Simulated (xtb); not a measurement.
SiBr₂F₂, SMILES F[Si](F)(Br)Br. All values are semi-empirical tight-binding results from xtb (GFN2-xTB unless named), good for trends rather than for accurate numbers. Geometry optimised at GFN2-xTB.

Computed properties:
```yaml
point_group_as_xtb_finds_it: C2v
orbital_gap: 6.62 eV
zero_point_energy: 5.1 kcal/mol
G − E(el) at 298.15 K (modified RRHO): -15.6 kcal/mol
static polarisability (D4 model): 79.2 bohr³
solvation energy, GFN2-xTB/ALPB(water): 1.3 kcal/mol
solvation energy, GFN2-xTB/ALPB(ether): -3.9 kcal/mol
```
